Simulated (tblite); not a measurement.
Compound: C3H9OSi2 (doublet state).
Cartesian coordinates in Å at the GFN2-xTB level; atoms count from 1:
```
atom  x, y, z in Å
C1    -1.013   -0.497   -0.413
C2    -1.327    0.840    0.270
Si3    0.128    2.064    0.112
O4     1.502    1.177    0.243
Si5    1.793   -0.420    0.146
C6     0.101   -1.281    0.286
H7    -0.736   -0.321   -1.457
H8    -1.926   -1.104   -0.423
H9    -2.219    1.274   -0.185
H10   -1.578    0.644    1.315
H11    0.234    2.700   -1.204
H12    2.677   -0.718    1.267
H13    2.387   -0.653   -1.171
H14   -0.174   -1.413    1.336
H15    0.149   -2.283   -0.144
```

Level: GFN2-xTB in tblite, geometry and Hessian alike; calculated harmonic values, unscaled, isolated species. This tight-binding method is rough: wavenumbers can miss measured ones by several per cent, in bad cases by 10 to 20. Modes of hydrogen on silicon can be 10 to 20 % off. One conformer, not necessarily the lowest. Open shells enter through the occupations alone, without spin polarisation, and single modes of such species can be off by tens of per cent.

Harmonic wavenumbers (cm⁻¹): 96.1, 106.8, 250.3, 267.9, 282.4, 419.2, 494.7, 543.5, 591.0, 620.0, 631.8, 669.7, 709.7, 748.3, 760.6, 772.2, 818.3, 947.6, 968.1, 985.1, 1057.6, 1109.7, 1158.4, 1221.8, 1289.9, 1309.4, 1344.3, 1477.0, 1489.2, 1511.5, 2212.3, 2253.0, 2303.5, 2913.1, 2950.9, 2956.0, 2964.5, 2980.4, 2983.3.

A = 3117, B = 2474, C = 1495 MHz; mass 117.019 u (most abundant isotopes); point group C1, symmetry number 1; spin multiplicity 2.

**Question.** What is the zero-point energy?

**Answer.** Half the sum of the wavenumbers: 24585 cm⁻¹ = 294.10 kJ/mol.

**Question.** Entropy at 400 K, 1 bar (ideal gas, RRHO, classical rotation)?

**Answer.** Translation 174.36, rotation 119.66, vibration 106.31, spin (R ln 2) 5.76: S = 406.1 J/(mol K).

**Question.** And Cp and H(400 K) − H(0)?

**Answer.** Cp = 166.03 J/(mol K), of which vibrations give 132.77 (their classical limit is 39 R = 324.3); H(400 K) − H(0) = 37.87 kJ/mol without the zero-point energy, 24.57 from vibrations.

**Question.** Which modes carry the vibrational entropy at 400 K?

**Answer.** 96.1 cm⁻¹: 17.19; 106.8 cm⁻¹: 16.32; 250.3 cm⁻¹: 9.46; 267.9 cm⁻¹: 8.94; 282.4 cm⁻¹: 8.53; 419.2 cm⁻¹: 5.65 J/(mol K); the other 33 give 40.22 together.

**Question.** What must be added to the electronic energy to get the Gibbs energy at 400 K and 1 bar?

**Answer.** ZPE + [H(400 K) − H(0)] − T·S = 294.10 + 37.87 − 162.44 = 169.53 kJ/mol.

Hindered rotation and anharmonicity are outside this model. Other conformers, if any are populated, would add a mixing term that is left out. The structure is chiral; the term R ln 2 for an equal mix with its mirror image is left out.
